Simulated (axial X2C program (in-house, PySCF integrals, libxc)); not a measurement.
WO⁺: nuclear properties from DFT to coupled cluster

Computed with an axial X2C code built on PySCF integrals: two-component X2C with atomic mean-field Coulomb and Gaunt terms, Gaussian nuclei, basis W dyall-acv3z, O dyall-av3z with contracted cores.

R = 1.631 Å (near the PBE0 minimum at charge 1 of the determinant lowest at the starting distance; the state shown can have its own minimum elsewhere); state Ω = 3/2 (⟨Sz⟩ = 1.49, ⟨Lz⟩ = 0.01 at PBE0).

```tsv
level	Eeff magnitude (GV/cm)	Ws magnitude W (kHz)	A∥/gI W (MHz)	A∥/gI O (MHz)
PBE0	14.1	8.3	5440	17.2
HF	15.3	7.98	4950	-6.59
B3LYP	15.4	9.21	5540	16.7
```

Eeff is the effective electric field on the electron electric dipole moment in this Ω state and Ws the scalar–pseudoscalar constant of the nucleus named (defined with the proton number Z and per Ω); A∥ (defined per Ω) follows by multiplying with gI = μI/(I μN). The operators were transformed with the bare-nucleus X2C matrices; with these basis sets, hyperfine constants and field gradients can be off by tens of per cent, and where levels differ in sign neither size nor sign is settled.

Finite-field MP2, CCSD and CCSD(T), with 19 electrons correlated in 130 natural virtual spinors (MP2 remainder added):

```
  level  Eeff magnitude (GV/cm)  Ws magnitude W (kHz)  A∥/gI W (MHz)  A∥/gI O (MHz)
    MP2                    22.2                  15.1           5520           14.6
   CCSD                    14.5                  8.43           5210           11.2
CCSD(T)                    15.3                  9.21           5230           9.75
```

T1 = 0.035 (Lee–Taylor), a sign of multireference character. One unrestricted determinant, the lowest of a limited PBE0 search, is the reference; the functionals treat spin collinearly. With several open shells it need not be a pure state. Correlation of the inner shells is missing, which matters for properties at the nucleus. Number of frozen shells: W 4 s, 3 p, 2 d, 1 f; O 1 s.

Q: By how much does correlation change each value, CCSD(T) against HF?

A: Eeff magnitude 0 %; Ws magnitude W 15 %; A∥/gI W 6 %; A∥/gI O from -6.59 to 9.75, a change of sign.
